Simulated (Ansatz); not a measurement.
Frontier orbitals of C₂H₇GaO, SMILES `OC[CH2][GaH2]`.

```xyz
11

O    -1.200    0.387    0.422
C    -0.444   -0.861    0.495
C     0.977   -0.455    0.186
Ga    0.459    1.239   -0.769
H    -2.120    0.233    0.187
H    -0.835   -1.552   -0.258
H    -0.604   -1.292    1.488
H     1.497   -1.196   -0.421
H     1.559   -0.266    1.089
H     0.781    2.654   -0.168
H    -0.070    1.108   -2.251
```

The species carries charge 0 and has multiplicity 1. Correlated methods include outer-core shells of Ga, which these sets cover unevenly. Scalar relativity is left out up to krypton. The structure was optimised at the PBE0-D4/def2-TZVP level. It is one conformer, not always the lowest. Basis def2-TZVPP, Ansatz.

Orbital energies of one run (eV). Highest occupied ones, from the top: -9.47, -9.94, -11.53, -12.47, -13.37, -13.68, -14.65, -16.28, -18.16, -19.80, -23.69, -24.80, -24.87, -24.91. Empty: 1.22, 2.39, 2.89, 3.69, 3.85, 4.17.

Problem. Which functional gave them?
A. ωB97M-V
B. LDA (SPW92)
C. BLYP
D. HSE06 (plane-wave form)

Solution. A. HOMO energies: ωB97M-V -9.47, HSE06 -6.87, BLYP -5.96, LDA (SPW92) -6.22 eV.
